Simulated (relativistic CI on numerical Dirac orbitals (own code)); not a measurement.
# Hyperfine structure of Al IV, mass number 27

Method of calculation: Dirac-Coulomb-Breit CI, separate exchange-only KLI orbitals for each configuration, QED by a radiative potential, valence Slater integrals scaled by 0.85, P86 correlation energy added to each configuration (own radial code, finite nucleus).

Configurations in the expansion (outside the closed core 1s2): 2s²2p⁶, 2s²2p⁵3s, 2s²2p⁵3p, 2s²2p⁵3d, 2s²2p⁵4s, 2s²2p⁵4p, 2s²2p⁵4d, 2s²2p⁵4f, 2s²2p⁴3s², 2s2p⁶3s, 2s²2p⁴3s3p, 2s2p⁶3p, 2s²2p⁴3p², 2s²2p⁴3s3d, 2s2p⁶3d, 2s²2p⁴3p3d. Levels of other configurations are missing.

Nuclear spin I = 5/2, μ = 3.6407 μN, Q = 0.1466 b (tables of Stone and Pyykkö). The electronic factors are computed for point nuclear moments, without core polarisation; leaving it out makes A of s and p electrons in near-neutral atoms 20 to 40 % too small, and it can dominate for d and f shells.

```
        Level   E (eV)  A (MHz)  B (MHz)
2s²2p⁵3s ³P°2  76.2363     3835     -532
2s²2p⁵3s ³P°1  76.4560     4633      202
2s²2p⁵3s ¹P°1  77.1680     7926     -467
 2s²2p⁵3p ³D3  84.2148     1584     -479
 2s²2p⁵3p ³D2  84.3067     2709     -413
 2s²2p⁵3p ³D1  84.4668     5405     -278
 2s²2p⁵3p ¹D2  84.7304     1955     -252
 2s²2p⁵3p ¹P1  84.8969     4145      217
```

Levels with J = 0, under 50 % of one LS term, or S terms without an open s electron are left out. Small factors come from cancelling terms and can be off by tens of per cent or more.

Correlation outside the listed configurations is missing or only estimated: errors of thousands of cm⁻¹ between configurations and terms are usual at this charge. Rates and lifetimes follow the computed energies and can be off by large factors. The fine structure of a lone outer electron comes out too small, for d and f at times inverted, and misplaced configurations move strength between like terms. 14 of the 16 excited levels that our extract of the measured tables holds in this range could be paired (the sources list more); they are missed by 1954 cm⁻¹ on average and 2653 at most, and levels without a partner can miss by more.

Task: Give the hyperfine levels of 2s²2p⁵3s ³P°2 relative to its centre of gravity.

Result: With K = F(F + 1) − I(I + 1) − J(J + 1), E = AK/2 + B[¾K(K + 1) − I(I + 1)J(J + 1)]/[2I(2I − 1)J(2J − 1)]: F = 1/2: -27220, F = 3/2: -21220, F = 5/2: -11370, F = 7/2: 2144, F = 9/2: 19040 MHz.

LS names give the leading component of a level, which can be under half, so a name can repeat, a term be missing and a line seem to break the LS rules.
